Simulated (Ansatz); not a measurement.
`[SiH3][BH][GaH2]` + CH₃OH → `COB[SiH3]` + `[GaH3]` at 600 K and 1 bar (cleavage of the B–Ga bond).

Program: Ansatz. Geometries: PBE0-D4/def2-TZVP. ΔE: electronic, gas phase. CCSD(T)/CBS adds triple-zeta CCSD(T) − MP2 to the extrapolated MP2 energy (def2 sets, frozen cores). This one scheme is used for every species. For Ga outer-core shells are correlated without core-valence functions, which leaves a few kJ/mol of doubt a bond. Scalar relativity is left out up to krypton. Each species was taken in one conformer, which may not be the lowest.

| species | CCSD(T)/CBS energy (Eh) | H − E (kJ/mol) | S (J/(mol·K)) |
| --- | --- | --- | --- |
| `[SiH3][BH][GaH2]` | -2241.35179 | 187.4 | 431.1 |
| CH₃OH | -115.61712 | 163.6 | 277.3 |
| `COB[SiH3]` | -431.31805 | 268.8 | 421.8 |
| `[GaH3]` | -1925.70545 | 74.9 | 253.2 |

H − E and S are ideal-gas, rigid-rotor, harmonic terms from PBE0-D4/def2-TZVP, for one conformer and one mirror image of each species. 1 Eh = 2625.50 kJ/mol, R = 8.31446 J/(mol·K).

**Question.** By hand: ΔE, ΔH, ΔS and ΔG.

**Answer.** ΔE = (-431.31805) + (-1925.70545) − (-2241.35179) − (-115.61712) = -0.05459 Eh = -143.3 kJ/mol. Δ(H − E) = 268.8 + 74.9 − 187.4 − 163.6 = -7.3, so ΔH = -150.6 kJ/mol. ΔS = 421.8 + 253.2 − 431.1 − 277.3 = -33.4 J/(mol·K). ΔG = -150.6 − 600 × (-33.4)/1000 = -130.6 kJ/mol.

**Question.** By hand: the equilibrium constant, and the temperature at which ΔG would vanish if ΔH and ΔS stayed fixed.

**Answer.** log₁₀ K = −ΔG/(RT ln 10) = 11.4. ΔG = 0 at ΔH/ΔS = 4509 K, far beyond where these terms or the molecules hold.

ΔH outweighs TΔS. A doubt of 5 kJ/mol in ΔE shifts log₁₀ K by 0.4 here. Other conformers and mirror images would add mixing entropy, several J/(mol·K) or more a flexible species. Modes under 60 cm⁻¹, often nearly free rotors, make the harmonic entropy too high. These are equilibria of isolated gas molecules and say nothing of rates. Largest T1 diagnostic: 0.015 (customary marks: 0.02 for closed shells, 0.045 for open ones).
